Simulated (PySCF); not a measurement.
CH7FN2Sn, SMILES [CH3][Sn]([NH2])([NH2])[F].

Coordinates come from a PBE-D3(BJ)/def2-SVP optimisation. The structure was generated by enumeration; whether it is a known compound was not checked. The def2 effective core potentials stand for the cores of Sn; spin–orbit coupling is left out. One conformer was computed; it need not be the lowest.

Method: TDA-PBE/def2-SVPD in PySCF.

Vertical excitations. 

**Question.** List the lowest excited states. (An estimate is asked for; the answer gives what the named calculation found.)

**Answer.** 
```csv
state,energy (eV),λ (nm),f,main pairs
S1,4.82,257,0.044,HOMO→LUMO 94 %
S2,5.09,244,0.065,HOMO−1→LUMO 92 %
S3,6.20,200,0.034,HOMO→LUMO+1 87 %
S4,6.26,198,0.111,HOMO−2→LUMO 76 %
S5,6.34,195,0.010,"HOMO→LUMO+2 74 %, HOMO→LUMO+3 11 %"
S6,6.42,193,0.001,HOMO−1→LUMO+1 77 %
S7,6.51,191,0.011,"HOMO−3→LUMO 78 %, HOMO→LUMO+3 17 %"
S8,6.60,188,0.030,"HOMO→LUMO+3 33 %, HOMO−1→LUMO+2 23 %, HOMO−1→LUMO+3 16 %, HOMO−3→LUMO 11 %"
S9,6.72,185,0.001,HOMO→LUMO+4 96 %
S10,6.74,184,0.045,"HOMO−1→LUMO+2 27 %, HOMO−1→LUMO+3 25 %, HOMO→LUMO+3 21 %, HOMO−3→LUMO 7 %"
T1,4.26,291,0,HOMO→LUMO 99 %
T2,4.53,274,0,HOMO−1→LUMO 98 %
T3,5.59,222,0,HOMO−2→LUMO 98 %
T4,5.96,208,0,HOMO→LUMO+1 98 %
```
Triplets are in the Tamm–Dancoff approximation.
